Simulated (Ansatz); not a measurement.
B(F)(Br)(Et) (C₂H₅BBrF), SMILES C(C)B(F)Br.

Coordinates come from a PBE-D3(BJ)/def2-SVP optimisation. The structure was generated by enumeration, and PubChem lists no compound with its InChIKey, so it may never have been made. Other conformers were not sampled.

Two levels are set side by side: PBE/def2-SVPD (Ansatz, an electronic-structure program) and PBE0/def2-SVPD (Ansatz). Energy differences of separate SCF runs at the same geometry; the states with an electron removed or added have multiplicity 2 and 2. Differences are taken from unrounded values.

```json
[
 {"quantity": "vertical ionisation energy (eV)", "PBE": "10.34"},
 {"quantity": "vertical singlet–triplet gap (eV)", "PBE": "5.59"}
]
```

### Question
These are the PBE values. What does PBE0 give? (An estimate is asked for; the answer gives what the named calculation found.)

### Answer

```tsv
quantity	PBE0	PBE minus PBE0
vertical ionisation energy (eV)	10.76	-0.42
vertical singlet–triplet gap (eV)	5.95	-0.37
```
